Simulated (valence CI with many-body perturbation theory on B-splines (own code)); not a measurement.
**Ladder of approximations for La XVI**

Computed by valence CI with perturbative core correlation (CI+MBPT): six valence electrons over a frozen Dirac-Fock core [Kr], a basis of 7 s, 7 p, 8 d, 6 f, 4 g, 1 h functions for each j, with the one-electron correlation potential Σ1, the two-electron term Σ2, the three-electron term Σ3, Breit, model QED; selected CI, second order for the rest, scaled by the run's own slope (own B-spline code, finite nucleus).

No measured levels were compared; by estimate terms of the open shell hold to 2 to 4 % of their energy, and close levels can change places. Core correlation moves these levels by up to 11000 cm⁻¹, and in measured spectra 5 to 20 % of such shifts remained as error; rates that hang on mixing are uncertain with them. Among the levels kept, up to 1100 cm⁻¹ of a level comes from second order outside the variational space, and about a tenth of that is noise between levels of different J, which matters for small intervals. Only levels of the ground parity were solved; by the run's estimate the other parity begins above the list, which can be wrong where configurations are misplaced.

Each rung adds one term. CI alone is the Dirac-Coulomb CI over the frozen core; QED comes last and gives the full result, which names the levels. Energies are above 4d6 5D_4 on the same rung, in cm⁻¹.

Names give the largest LS component (configuration and term), which can be under half, so a name can repeat, a term be missing and a line seem to break the LS rules; names also repeat where a configuration has a term twice. Letters in brackets count levels of one name in rising energy.

| Level | CI alone | Σ1 | Σ2 | Σ3 | Breit | QED | Full |
| --- | --- | --- | --- | --- | --- | --- | --- |
| 4d6 5D_2 [a] | 13262 | +53 | +276 | -1651 | +65 | +6.7 | 12012 |
| 4d6 5D_3 | 15531 | +290 | +560 | +261 | -462 | +59 | 16240 |
| 4d6 5D_1 | 22447 | +327 | +978 | -860 | -436 | +66 | 22522 |
| 4d6 5D_0 | 22627 | +252 | +1208 | -1145 | -285 | +51 | 22708 |
| 4d6 3H_4 [a] | 36838 | +140 | -1670 | -1299 | -120 | +18 | 33907 |
| 4d6 3G_5 | 47159 | +285 | -2798 | -2307 | -467 | +41 | 41913 |
| 4d6 3H_6 | 48163 | +315 | -3250 | -2295 | -624 | +45 | 42354 |
| 4d6 5D_2 [b] | 48433 | +434 | +683 | -2538 | -573 | +80 | 46519 |
| 4d6 3F_3 [a] | 54549 | +339 | -1068 | -1919 | -441 | +55 | 51514 |
| 4d6 3F_2 [a] | 56358 | +329 | -827 | -3446 | -419 | +57 | 52052 |
| 4d6 3H_4 [b] | 65621 | +593 | -1112 | -1355 | -946 | +106 | 62907 |
| 4d6 1S_0 [a] | 64948 | +416 | +2191 | -2739 | -565 | +83 | 64333 |
| 4d6 3D_1 | 69944 | +458 | -1425 | -3590 | -492 | +74 | 64969 |
| 4d6 3D_2 | 71840 | +426 | -348 | -3566 | -588 | +75 | 67840 |
| 4d6 3G_4 | 71738 | +513 | -1334 | -2034 | -824 | +87 | 68147 |
| 4d6 3H_5 | 73313 | +673 | -2026 | -2335 | -1187 | +118 | 68556 |
| 4d6 3D_3 | 76703 | +539 | -1530 | -2518 | -767 | +94 | 72521 |
| 4d6 3G_3 | 79788 | +695 | -1133 | -1944 | -1095 | +125 | 76436 |
| 4d6 3P_0 [a] | 85319 | +247 | -2762 | -6176 | -50 | +25 | 76602 |
| 4d6 1I_6 | 84544 | +695 | -3714 | -2976 | -1280 | +115 | 77384 |
| 4d6 1F_3 | 90459 | +370 | -2701 | -4376 | -380 | +52 | 83422 |
| 4d6 3P_1 [a] | 87816 | +847 | +1038 | -3728 | -1223 | +152 | 84903 |
| 4d6 1G_4 [a] | 96872 | +807 | -1791 | -2587 | -1227 | +130 | 92205 |
| 4d6 1D_2 [a] | 98993 | +663 | -1056 | -5380 | -946 | +114 | 92388 |
| 4d6 3P_1 [b] | 106567 | +551 | +275 | -5203 | -802 | +111 | 101498 |
| 4d6 3F_2 [b] | 116824 | +663 | -507 | -5463 | -891 | +113 | 110738 |
| 4d6 3F_4 | 115841 | +698 | -529 | -4097 | -1136 | +127 | 110903 |
| 4d6 3P_2 | 132505 | +945 | -106 | -5820 | -1489 | +175 | 126211 |
| 4d6 3P_0 [b] | 127893 | +1252 | +3050 | -3570 | -2004 | +241 | 126862 |
| 4d6 1G_4 [b] | 135332 | +809 | -1929 | -5163 | -1276 | +142 | 127915 |
| 4d6 3F_3 [b] | 133289 | +1005 | -596 | -4206 | -1589 | +183 | 128086 |

The middle columns are the shifts that each term adds.

Problem. How does the ionisation energy move along the ladder, and which term matters most?

Solution. CI alone 389.59, + Σ1 391.64, + Σ2 394.76, + Σ3 395.26, + Breit 395.17, + QED 395.19 eV. The largest step is Σ2, 3.11 eV. NIST lists 393 ± 3 eV (theoretical).
